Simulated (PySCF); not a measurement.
Species: C₇H₁₃OP.
Numbering: `[CH3:1][CH2:2][C:3]1=[C:4]([CH3:5])[CH2:6][CH2:7][P@@H:8]1=[O:9]`

NICS = −σ at a ghost point: NICS(0) at the centroid of the ring atoms, NICS(1) 1 Å to either side along the normal of their mean plane, zz for the tensor component along that normal. Level: GIAO PBE0/pcSseg-1 (PySCF, non-relativistic, gas phase) on the GFN2-xTB geometry, one conformer.

Ring bond lengths (Å), with Mayer bond orders in brackets: C3–C4 1.334 (1.77), C4–C6 1.512 (1.03), C6–C7 1.528 (1.03), C7–P8 1.834 (0.90), P8–C3 1.811 (0.86).

Task: What do the NICS probes read (ppm)?

Result: 
```tsv
ring	type	NICS(0)	NICS(1), two faces	NICS(1)zz, two faces	rms pucker (Å)	centre to ring atoms, mean (Å)
C3–C4–C6–C7–P8	5-membered ring with P; formal bonds 1 double, 4 single	-3.8	-4.0 / -4.6	-1.6 / -2.8	0.13	1.35
```

Task: What do they say, and how far can they be read as aromaticity?

Result: 
- C3–C4–C6–C7–P8: mean NICS(1)zz -2.2 ppm, near zero. C6, C7, P8 have four or more neighbours; no verdict on aromaticity is drawn.

Task: What field does 9.4 T along the ring normal induce along that normal at the first NICS(1) probe listed for ring C3–C4–C6–C7–P8, 1 Å off the ring?

Result: NICSzz × B0 = -1.6 ppm × 9.4 T = -15 μT, against the applied field.

Task: List the ring angles and the Hirshfeld charges of the ring atoms.

Result: 
- C3–C4–C6–C7–P8: C3 110.8° (-0.058 e), C4 116.2° (+0.021 e), C6 108.6° (-0.070 e), C7 104.6° (-0.114 e), P8 92.8° (+0.393 e); sum 532.9° against 540° for a flat convex ring.
